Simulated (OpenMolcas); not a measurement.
## CH6ClSi2 (SMILES C[Si]([SiH3])Cl): the dipole moment, rung by rung

CH6ClSi2 has 10 atoms, charge 0, and is taken as a doublet. SMILES: `C[Si]([SiH3])Cl`. The shape is that of a PBE0-D4/def2-TZVP optimisation.

Each level gives the dipole moment (D). The values are calculated.

```json
{"level": "UHF/def2-SVP", "kind": "Hartree–Fock", "program": "OpenMolcas", "value (D)": "1.94"}
{"level": "USVWN5/def2-SVP", "kind": "LDA", "program": "OpenMolcas", "value (D)": "1.64"}
{"level": "U-revPBE/def2-SVP", "kind": "GGA", "program": "OpenMolcas", "value (D)": "1.64"}
{"level": "UPBE/def2-SVP", "kind": "GGA", "program": "OpenMolcas", "value (D)": "1.63"}
{"level": "U-r2SCAN/def2-SVP", "kind": "meta-GGA", "program": "OpenMolcas", "value (D)": "1.76"}
{"level": "UTPSS/def2-SVP", "kind": "meta-GGA", "program": "OpenMolcas", "value (D)": "1.69"}
{"level": "UBHLYP/def2-SVP", "kind": "global hybrid", "program": "OpenMolcas", "value (D)": "1.78"}
{"level": "UM06-2X/def2-SVP", "kind": "hybrid meta-GGA", "program": "OpenMolcas", "value (D)": "1.80"}
```

The values span 1.63 to 1.94 D. Magnitudes only.
